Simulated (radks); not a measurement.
Values are calculated unless marked as measured or tabulated.
Problem. All-electron atom: Ga XXIV in [He] 2s2 2p4. Code: a radial shooting solver on a logarithmic mesh with Libxc functionals. Model: Dirac Kohn-Sham, LB94 model potential, spin-unpolarised, spherical densities, finite nucleus; open shells fill j = l - 1/2 first; Fermi nuclear charge, rms radius 3.9973 fm. Some entries of the table are withheld. Estimate them.

orbital  occ.  eigenvalue (eV)  <1/r> (bohr^-1)  <r^2> (bohr^2)
1s1/2       2        -11563.89            31.38        0.003147
2s1/2       2              (1)            7.173         0.05128
2p1/2       2        -2269.479            7.154         0.03884
2p3/2       2        -2238.240            6.973         0.04011
3s1/2       0        -983.7328            2.990          0.2826
3p1/2       0        -948.6128              (2)          0.2611
3p3/2       0        -940.3829              (3)          0.2659

Solution. 
(1) 2s1/2 eigenvalue (eV): -2383.819
(2) 3p1/2 <1/r> (bohr^-1): 2.959
(3) 3p3/2 <1/r> (bohr^-1): 2.912
